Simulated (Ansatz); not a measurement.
The same path of AlFH4OSi2 (9 atoms, charge 0, multiplicity 1) was run twice with different band settings. The coordinate that changes most is the dihedral H6–O1–Si2–Si5.

All numbers below come from Ansatz 0.2.0, RKS B3LYP/def2-SVP.

Relaxed end points:

```xyz
9
Properties=species:S:1:pos:R:3
O -0.713 0.667 1.973
Si 0.284 0.690 0.634
F 1.069 2.125 0.624
Al 0.828 -1.633 0.079
Si -0.489 -0.221 -1.400
H -1.378 1.365 2.057
H 1.359 -3.073 0.500
H -1.648 -0.143 -2.351
H 0.776 0.177 -2.134
```

```xyz
9
Properties=species:S:1:pos:R:3
O -1.291 1.630 1.162
Si 0.005 0.674 0.752
F 1.230 1.354 1.595
Al 0.580 -1.706 0.412
Si 0.546 -0.104 -1.403
H -2.148 1.388 0.789
H 1.047 -3.127 0.964
H -0.923 -0.499 -1.537
H 1.043 0.345 -2.749
```

Common settings: movable images 5; climbing image yes; optimiser quadratic models (default); start path IDPP; force threshold 0.03 eV/Å; iteration limit 60; end points relaxed.

| run | spring |
| --- | --- |
| 1 | 5.0 eV/Å² |
| 2 | 2.0 to 10.0 eV/Å², energy-weighted |

Q: What does each run give, and how far can it be trusted?

A: Run 1: converged after 37 iterations, highest image 0.051 eV above the first end. The profile has 2 maxima (images 3, 5) with wells between them (image 4): this band takes more than one step, which may be the mechanism or a detour left from its start path. A vibrational analysis at the climbing image gives one clearly imaginary mode, 100i cm⁻¹: a first-order saddle point.
Run 2: converged after 31 iterations, highest image 0.051 eV above the first end. The profile has 2 maxima (images 2, 5) with wells between them (image 4): this band takes more than one step, which may be the mechanism or a detour left from its start path. A structure lower than the last end lies on the path between it and the top, so the climb from that side starts below the end, which may itself be a saddle point or a shallow side well. Another band between the same ends (5 images) ends at a top of the same energy, where a vibrational analysis finds 1 clearly imaginary mode.
